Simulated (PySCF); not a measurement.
`NB(N)P`. The calculation used PBE0-D3(BJ)/def2-SVP geometry optimisation, gas phase in PySCF 2.14.0.

```
atom  x, y, z in Å
N1    -0.6523    1.3320   -0.1410
B2    -0.1076    0.0289   -0.1075
N3    -0.9207   -1.1267   -0.1002
P4     1.8322   -0.1837   -0.2099
H5    -1.6449    1.5207   -0.1866
H6    -0.0840    2.1653   -0.1524
H7    -1.9307   -1.0986   -0.1414
H8    -0.5449   -2.0627   -0.0850
H9     1.9365   -1.2143    0.7730
H10    2.1604    0.8567    0.7116
```

Task: Which two atoms are farthest apart?

Result: H7···H10 and H5···H9, 4.614 Å down to 4.607 Å.

Task: Give the dihedral angles P4–B2–N3–H7, N1–B2–N3–H7, H6–N1–B2–P4.

Result: P4–B2–N3–H7 -174° (antiperiplanar); N1–B2–N3–H7 2° (synperiplanar); H6–N1–B2–P4 -4° (synperiplanar). Dihedral signs follow IUPAC: positive where, seen along the central bond, the front bond turns clockwise onto the rear one.

Task: Work out the bond lengths N1–H5, N1–H6, B2–N3, B2–P4, N3–H7, N3–H8, P4–H9, P4–H10 in Å.

Result: For N1–H5 the difference vector is (-0.9926, 0.1887, -0.0456) Å, of length 1.0114 Å. N1–H5 1.011; N1–H6 1.009; B2–N3 1.413; B2–P4 1.954; N3–H7 1.011; N3–H8 1.009; P4–H9 1.428; P4–H10 1.428 Å.

Task: How far apart are these pairs, which share no bond: N1···H7, B2···H7, N3···H9, N3···H10, P4···H8, H6···H8, H7···H9?

Result: N1···H7 2.746 Å (3 bonds apart); B2···H7 2.144 Å (2 bonds apart); N3···H9 2.989 Å (3 bonds apart); N3···H10 3.753 Å (3 bonds apart); P4···H8 3.033 Å (3 bonds apart); H6···H8 4.254 Å (4 bonds apart); H7···H9 3.976 Å (4 bonds apart).

Task: Where is the centre of mass (commonest isotopes), and what is the radius of gyration?

Result: Mass 76.036 u; centre at (0.440, -0.031, -0.133) Å; Rg = √(Σ m r²/M) = 1.550 Å. As Ia + Ib + Ic = 2 Σ m r², the three principal moments sum to 365.3 u·Å².

Task: How far are the heavy atoms from their best plane (unweighted least squares)?

Result: 0.016 Å rms; N1 0.01, B2 0.03, N3 0.01, P4 0.01 Å (magnitudes).

The point group is Cs within 0.08 Å; differences among equivalent distances and angles are scatter left by the optimiser. PBE0-D3(BJ)/def2-SVP frequencies: not computed here. One conformer, not necessarily the lowest.
